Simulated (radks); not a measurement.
Values are calculated unless marked as measured or tabulated.
Q: Ionisation of the tantalum ion Ta+, [Xe] 4f14 5d3 6s1, to Ta2+, [Xe] 4f14 5d3, under several functionals. Dirac Kohn-Sham, spin-unpolarised, spherical densities, finite nucleus; open shells fill j = l - 1/2 first; a radial shooting solver on a logarithmic mesh with Libxc functionals. Known Delta-SCF values: exchange-only PBE 14.288 eV; exchange-only B88 14.230 eV; HCTH/407 14.818 eV. What does LDA (Slater exchange, Perdew-Wang correlation) give, and what is its highest occupied eigenvalue?

A: 15.184 eV by Delta-SCF; the 5d3/2 eigenvalue is -10.933 eV. NIST: 16.2 eV (semi-empirical).

Beside tabulated values, note that spin-unpolarised runs miss the spin-polarisation part of the exchange energy of open shells.
